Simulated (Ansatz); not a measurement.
Input file for Ansatz (an electronic-structure program): R-BLYP/def2-TZVPP on CH4GeO (SMILES [CH3][Ge][OH]), a point of a torsion scan.

Ansatz 0.2 input:
```yaml
crystal:
  periodic: [false, false, false]
  atoms:
    - {symbol: C, position_ang: [-0.93181730, -0.04368939, 0.01005794]}
    - {symbol: Ge, position_ang: [0.69771330, 1.21511049, -0.04943863]}
    - {symbol: O, position_ang: [0.20679898, 2.24974624, -1.39409796]}
    - {symbol: H, position_ang: [-0.68668366, -0.98102447, -0.49306431]}
    - {symbol: H, position_ang: [-1.81378305, 0.37645881, -0.47371142]}
    - {symbol: H, position_ang: [-1.19802397, -0.29728222, 1.03582945]}
    - {symbol: H, position_ang: [-0.60696299, 2.16037076, -1.88723767]}
basis:
  gaussian:
    orbitals: def2-TZVPP
hamiltonian:
  xc: {name: BLYP}
scf: {lower_state_search: off}
```

The head of its log:

```
WARN ansatz: RAYON_NUM_THREADS=1 ignored (pool sized by the plan → 1); use --threads N
Functional definition: BLYP
these checks for a lower state are left out or cut short: stability, starts, cluster_reference, orbital_swaps, neighbouring_geometries, increment
integrals: 0.07 GiB planned
925 factors; their error is unknown
mean field: 0.53 GiB planned
mean field evaluation 1: about -59651.7920 eV, gradient 9.8e1 eV
mean field evaluation 2: about -59550.2685 eV, gradient 2.0e2 eV
```

Q: What total energy does the run end on?

A: -2192.8287 hartree.
